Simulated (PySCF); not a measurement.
One molecule, one basis, several functionals.

CH₈BNS.
SMILES: `CS[BH2-][NH3+]`

Torsions of this conformer, `[CH3:1][S:2][BH2-:3][NH3+:4]`: C1–S2–B3–N4 81°.

PySCF, pcSseg-2 basis, density fitting, gas phase, PBE0-D3(BJ)/def2-SVP geometry. One functional is left out:

```tsv
functional	exact exchange (%)	HOMO energy (eV)	LUMO energy (eV)	dipole moment (D)
B97-D	0	-4.69	-1.08	5.606
BLYP	0	-4.59	-1.25	5.523
BP86	0	-4.81	-1.08	5.608
LDA	0	-4.83	-1.31	5.599
OPBE	0	-4.70	-1.09	5.644
PBE	0	-4.73	-1.22	5.570
B3LYP	20	-5.65	-0.80	5.684
PBE0	25	-5.87	-0.46	5.747
mPW1PW91	25	-5.89	-0.47	5.755
BHandHLYP	50	-6.91	0.06	5.825
```

Predict the row of B97-2 (21 % exact exchange) by straight lines through the other rows, and check it.

```csv
property,line,computed,computed − line,"B3LYP (20 %), for comparison"
HOMO energy (eV),-5.67,-5.63,+0.04,-5.65
LUMO energy (eV),-0.64,-0.43,+0.21,-0.80
dipole moment (D),5.702,5.737,+0.035,5.684
```

Which of these properties follows the share of exact exchange most closely, and which least?

Most closely the HOMO energy, least the dipole moment; the correlations over the tabulated rows are HOMO energy -0.996, LUMO energy 0.977, dipole moment 0.930. The HOMO energy moves by -0.445 eV for every 10 %. Functionals with the same share still differ in their other parts: at 0 % BLYP and LDA differ by 0.24 eV in it.
